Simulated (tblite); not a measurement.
Species: 4-fluoroanisole, C7H7FO.
SMILES with atom numbers: `[CH3:1][O:2][c:3]1[cH:4][cH:5][c:6]([F:7])[cH:8][cH:9]1` (hydrogens: H10, H11, H12 on C1; H13 on C4; H14 on C5; H15 on C8; H16 on C9)

The geometry is computed with GFN2-xTB (gas phase).

Problem. Give the optimised bond lengths and angles.

Solution. 
```tsv
bond	length (Å)
C1–O2	1.408
O2–C3	1.360
C3–C4, C3–C9	1.394
C4–C5, C8–C9	1.382
C5–C6, C6–C8	1.382
C6–F7	1.352
C1–H10, C1–H11, C1–H12	1.093
C4–H13, C9–H16	1.078
C5–H14, C8–H15	1.078
```

Bonds in one row agree within 0.01 Å and their mean is given. A selection of angles:
```tsv
angle	degrees
O2–C1–H10	111.5
O2–C1–H12	105.7
H10–C1–H11	109.4
C1–O2–C3	118.6
O2–C3–C4	115.7
O2–C3–C9	124.9
C4–C3–C9	119.4
C3–C4–C5	120.7
C3–C4–H13	118.3
C5–C4–H13	121.0
C4–C5–C6	118.9
C4–C5–H14	121.2
C6–C5–H14	119.9
C5–C6–F7	119.2
C5–C6–C8	121.5
C8–C9–H16	118.7
C3–C9–C8	120.1
C3–C9–H16	121.2
```

Dihedral angles: C1–O2–C3–C4 180° (antiperiplanar).

The 9 heavy atoms lie in one plane (0.001 Å rms). The C–O distances run from 1.360 Å (O2–C3, drawn single) to 1.408 Å (C1–O2, drawn single), a spread of 0.048 Å. Of the pairs four or more bonds apart, C1···H16 is among the closest relative to their van der Waals radii: 2.55 Å, 88 % of the sum of Bondi's values. The 6-membered ring C3–C4–C5–C6–C8–C9 has internal angles of 118.9° to 121.5°; it is planar, 0.00 Å rms from its mean plane, widest ring torsion 0°.

Point group: Cs (tolerance 0.08 Å). Its GFN2-xTB frequencies are all real (lowest 84 cm⁻¹). One conformer, not necessarily the lowest.
